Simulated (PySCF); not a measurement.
## Electron correlation in C(2+) (carbon, charge +2)

[He] 2s1 3d1, high-spin 3D determinant (an excited configuration). Computed with PySCF 2.14 in aug-cc-pVQZ-DK, with scalar relativity by spin-free X2C-1e. Frozen: 1s2; 2 electrons correlated.

With two correlated electrons CCSD is exact within the correlated space (frozen core and kept virtual orbitals).

```json
{"level": "CCSD", "correlation energy (mhartree)": "-10.80"}
```

Diagnostics: T1 = 0.0076, D1 = 0.0150, largest double amplitude 0.089.

The outer electron is Rydberg-like, and this basis confines it to a smaller radius and binds it less than a complete one would.

Cost of the coupled-cluster step: about 11 core-seconds, for 2 correlated electrons.

Iterations:

```
CC2 = 0
CCSD nocc = (np.int64(2), np.int64(0)), nmo = (79, 79)
frozen orbitals [[0], [0]]
max_cycle = 100
direct = 0
conv_tol = 1e-08
conv_tol_normt = 1e-06
diis_space = 8
diis_start_cycle = 0
Init t2, MP2 energy = -0.00525551657669286
Init E_corr(UCCSD) = -0.00525551658852958
cycle = 1  E_corr(UCCSD) = -0.00737558336264005  dE = -0.00212006677  norm(t1,t2) = 0.030416
cycle = 2  E_corr(UCCSD) = -0.00850786473679195  dE = -0.00113228137  norm(t1,t2) = 0.0200799
cycle = 3  E_corr(UCCSD) = -0.0105338447119309  dE = -0.00202597998  norm(t1,t2) = 0.0142275
cycle = 4  E_corr(UCCSD) = -0.0107383189119978  dE = -0.0002044742  norm(t1,t2) = 0.00468934
cycle = 5  E_corr(UCCSD) = -0.010814608228833  dE = -7.62893168e-05  norm(t1,t2) = 0.000764607
cycle = 6  E_corr(UCCSD) = -0.010799072178158  dE = 1.55360507e-05  norm(t1,t2) = 0.000113924
cycle = 7  E_corr(UCCSD) = -0.0108068628703377  dE = -7.79069218e-06  norm(t1,t2) = 4.18261e-05
cycle = 8  E_corr(UCCSD) = -0.0108044003987205  dE = 2.46247162e-06  norm(t1,t2) = 1.71476e-05
cycle = 9  E_corr(UCCSD) = -0.0108044194457741  dE = -1.90470536e-08  norm(t1,t2) = 6.39936e-06
cycle = 10  E_corr(UCCSD) = -0.0108043364133928  dE = 8.30323813e-08  norm(t1,t2) = 9.73266e-06
cycle = 11  E_corr(UCCSD) = -0.010804302630644  dE = 3.37827488e-08  norm(t1,t2) = 3.05873e-07
cycle = 12  E_corr(UCCSD) = -0.0108043025336829  dE = 9.69611162e-11  norm(t1,t2) = 1.31922e-07
UCCSD converged
E(UCCSD) = -35.26911445111236  E_corr = -0.01080430253368288
```
